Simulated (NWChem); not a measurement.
System: AlCl, singlet; SMILES [Al][Cl]

```xyz
2

Al     0.0000     0.0000    -1.2092
Cl     0.0000     0.0000     0.9377
```
Atoms are numbered in this order, from 1.

Low-valent species are run as closed-shell singlets; no triplet was tried in these runs. Structure relaxed at the PBE0/def2-SVP level.

Q: List the 4 lowest vertical singlet excitations from CAM-B3LYP/6-31G* (spherical d), TDA (NWChem).

A: 
```tsv
state	energy (eV)	oscillator strength	leading excitation (squared amplitude)
S1	4.96	0.292	HOMO → LUMO (0.97)
S2	4.96	0.292	HOMO → LUMO+1 (0.97)
S3	6.36	0.000	HOMO−2 → LUMO (0.48)
S4	6.43	0.000	HOMO−2 → LUMO (0.47)
```
